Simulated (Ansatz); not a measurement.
# Ligand exchange: GeH2(CH3)2 + C2H6S → GeH2(CH3)(SH) + C3H8

Species: GeH2(CH3)2, singlet; C2H6S (ethanethiol) `CCS`, singlet; GeH2(CH3)(SH), singlet; C3H8 (propane) `CCC`, singlet. The partners trade CH3 for SH: Ge–CH3 and C–SH bonds give way to Ge–SH and C–CH3.

Shapes, held fixed at every level: PBE0-D4/def2-TZVP. Flexible molecules stand in one conformer, not always the lowest. Programs: Ansatz 0.2.0. The zero-point and thermal change to 298 K, harmonic and unscaled (PBE0-D4/def2-TZVP), is +3.7 kJ/mol.

```
              level                   kind  ΔH(298 K) (kJ/mol)  less CCSD(T)/def2-TZVPP  CPU time (sum over the molecules)
        HF/def2-SVP           Hartree–Fock               -80.0                    -16.9                                  –
  PBE-D4/def2-TZVPP                    GGA               -63.6                     -0.5                               24 s
B3LYP-D4/def2-TZVPP          global hybrid               -65.6                     -2.5                               41 s
BHLYP-D4/def2-TZVPP          global hybrid               -69.5                     -6.4                               29 s
 PBE0-D4/def2-TZVPP          global hybrid               -66.5                     -3.4                               28 s
     MP2/def2-TZVPP    perturbation theory               -63.3                     -0.2                                  –
   CCSD(T)/def2-SVP  coupled cluster or CI               -72.9                     -9.8                               33 s
 CCSD(T)/def2-TZVPP  coupled cluster or CI               -63.1                      0.0                            3.2 min
```

The highest level, CCSD(T)/def2-TZVPP, gives ΔH(298 K) = -63.1 kJ/mol; the levels span -80.0 to -63.1. The column of differences is taken from that level and isn't an error. No measured value is set beside it here. Relativity is left out for Ge unless named. Correlated rows may include outer-core shells of Ge, which these sets cover unevenly. Times are processor times on shared x86 and Arm servers, and rough.
